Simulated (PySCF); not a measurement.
H$_{5}$O$_{4}$Si, charge +1, singlet, at a GFN2-xTB geometry. Base run: M062X/6-31G (PySCF).

The PySCF input:
```python
from pyscf import gto, scf, dft, solvent

mol = gto.Mole()
mol.atom = '''
    O     0.418740   -0.334219    1.575505
    Si    0.209308   -0.064383    0.028451
    O     0.069380   -1.250183   -1.021630
    O     0.881136    1.285613   -0.462660
    O    -1.571075    0.378977   -0.110937
    H     0.191441   -1.112023    2.082817
    H     0.762773   -1.733730   -1.464833
    H     1.576146    1.779287   -0.031398
    H    -1.823491    1.296245    0.067232
    H    -2.022620    0.030079   -0.894351
'''
mol.basis = '6-31g'
mol.charge = 1
mol.spin = 0
mol.verbose = 4
mol.build()

mf = dft.RKS(mol)
mf.xc = 'm062x'
mf.kernel()
```

The base run was repeated with changes; each row names its change, and settings that it needs were set with it.

```
change                                                   ΔE vs base (kJ/mol)  HOMO-LUMO gap (eV)
-------------------------------------------------------  -------------------  ------------------
base                                                                    0.00               12.30
model = IEF-PCM; solvent = n-hexane                                   -137.3               12.46
model = ddCOSMO; solvent = n-hexane                                   -126.4               12.45
model = IEF-PCM; solvent = n-hexane; lebedev_order = 41               -137.6               12.46
model = IEF-PCM; solvent = 2-propanol                                      ?                   ?
model = C-PCM; solvent = n-hexane                                     -143.7               12.49
model = IEF-PCM; solvent = methanol                                   -297.9               12.65
model = IEF-PCM; solvent = n-hexane; lebedev_order = 11               -135.8               12.45
model = IEF-PCM; solvent = n-hexane; vdw_scale = 1.4                  -114.2               12.41
model = IEF-PCM; solvent = n-hexane; vdw_scale = 1.1                       ?               12.49
model = COSMO; solvent = n-hexane                                          ?               12.46
model = SS(V)PE; solvent = n-hexane                                   -134.2               12.46
```

**Question.** Fill in the missing entries.

**Answer.** 
- model = IEF-PCM; solvent = 2-propanol, ΔE vs base (kJ/mol): -290.7
- model = IEF-PCM; solvent = 2-propanol, HOMO-LUMO gap (eV): 12.64
- model = IEF-PCM; solvent = n-hexane; vdw_scale = 1.1, ΔE vs base (kJ/mol): -155.2
- model = COSMO; solvent = n-hexane, ΔE vs base (kJ/mol): -113.5

The base is the gas phase, so ΔE is the electrostatic part of solvation at a fixed geometry, without cavity and dispersion terms.
